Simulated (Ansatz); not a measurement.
Basis-set extrapolation for C$_{9}$H$_{20}$ (`CCC(CC)(CC)CC`) (PBE0-D4/def2-TZVP geometry, frozen core, Ansatz). Multiplicity 1, RHF reference.

```tsv
	def2-TZVPP	def2-QZVPP
HF	-352.584681	-352.601248
MP2 correlation	-1.607607	-1.705264
CCSD(T) correlation	-1.773410	not run
```

Energies in hartree. Use E(X) = E(∞) + A·exp(−7.88·√X) for Hartree–Fock and E(X) = E(∞) + B·X^(−2.97) for correlation, with X = 3 and 4, and add CCSD(T) minus MP2 of the smaller set to the MP2 limit.

Problem. What is the CCSD(T) energy at the basis-set limit?

Solution. HF limit: -352.601248 + (-0.016567) × 0.13774 = -352.60353. MP2 limit: -1.705264 + (-0.097657) × 0.74074 = -1.77760. Higher-order term: -1.773410 − (-1.607607) = -0.16580. Total: -354.54693 hartree, 495.8 kJ/mol below CCSD(T)/def2-TZVPP.
